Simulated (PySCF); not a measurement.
Predicted microwave data (PBE0/pcSseg-1 in PySCF (dipole) on a GFN2-xTB geometry, gas phase) for one isomer of C5H10F2OSi:

| Item | Value |
| --- | --- |
| Rotational constants | A = 2432, B = 900.5, C = 741.1 MHz |
| Dipole components | \|μa\| = 5.45 D, \|μb\| = 1.68 D, \|μc\| = 0.32 D |
| Inertial defect | -87.02 u·Å² |
| κ | -0.81 |

Question: Which candidate fits, each taken in the one conformer that was computed?
A. `[CH3:1][C:2](=[O:3])[C@@H:4]([CH3:5])[CH2:6][SiH:7]([F:8])[F:9]` with C1–C2–C4–C5 37°, C2–C4–C6–Si7 44°, C4–C6–Si7–F8 142°
B. `[CH3:1][SiH2:2][CH2:3][CH2:4][C:5](=[O:6])[CH:7]([F:8])[F:9]` with C1–Si2–C3–C4 174°, Si2–C3–C4–C5 -70°, C3–C4–C5–O6 -6°, C4–C5–C7–F8 52°
C. `[CH3:1][CH2:2][C:3]([SiH2:4][O:5][CH3:6])=[C:7]([F:8])[F:9]` with C1–C2–C3–Si4 -72°, C2–C3–Si4–O5 -11°, C3–Si4–O5–C6 180°
D. `[CH3:1][CH2:2][O:3][SiH2:4][C:5]([CH3:6])=[C:7]([F:8])[F:9]` with C1–C2–O3–Si4 60°, C2–O3–Si4–C5 175°, O3–Si4–C5–C6 0°
E. `[CH3:1][O:2][CH2:3][Si@H:4]([F:5])[CH2:6]/[CH:7]=[CH:8]\[F:9]` with C1–O2–C3–Si4 180°, O2–C3–Si4–F5 179°, C3–Si4–C6–C7 170°, Si4–C6–C7–C8 101°

Answer: A. It is CC(=O)[C@@H](C)C[SiH](F)F, an asymmetric top, point group C1. The candidates at the same level (rigid rotor, commonest isotopes):

```json
{"SMILES": "CCC([SiH2]OC)=C(F)F", "A (MHz)": "2047", "B (MHz)": "840.7", "C (MHz)": "635.4", "μa (D)": "2.39", "μb (D)": "0.35", "μc (D)": "0.05", "Δ (u·Å²)": "-52.67", "point group": "C1", "rotor": "asymmetric top"}
{"SMILES": "C[SiH2]CCC(=O)C(F)F", "A (MHz)": "3144", "B (MHz)": "566.7", "C (MHz)": "561.3", "μa (D)": "0.56", "μb (D)": "0.83", "μc (D)": "0.81", "Δ (u·Å²)": "-152.06", "point group": "C1", "rotor": "near-prolate asymmetric top"}
{"SMILES": "COC[Si@H](F)C/C=C\\F", "A (MHz)": "1952", "B (MHz)": "641.2", "C (MHz)": "518.2", "μa (D)": "1.41", "μb (D)": "0.10", "μc (D)": "1.08", "Δ (u·Å²)": "-71.86", "point group": "C1", "rotor": "asymmetric top"}
{"SMILES": "CC(=O)[C@@H](C)C[SiH](F)F", "A (MHz)": "2432", "B (MHz)": "900.5", "C (MHz)": "741.1", "μa (D)": "5.45", "μb (D)": "1.68", "μc (D)": "0.32", "Δ (u·Å²)": "-87.02", "point group": "C1", "rotor": "asymmetric top"}
{"SMILES": "CCO[SiH2]C(C)=C(F)F", "A (MHz)": "3203", "B (MHz)": "616.0", "C (MHz)": "537.2", "μa (D)": "2.59", "μb (D)": "0.53", "μc (D)": "0.11", "Δ (u·Å²)": "-37.51", "point group": "C1", "rotor": "near-prolate asymmetric top"}
```

`C[SiH2]CCC(=O)C(F)F` has B 37 % too low; `CCO[SiH2]C(C)=C(F)F` has A 32 % too high; `CCC([SiH2]OC)=C(F)F` has A 16 % too low; `COC[Si@H](F)C/C=C\F` has C 30 % too low. No structure here is proved a minimum.
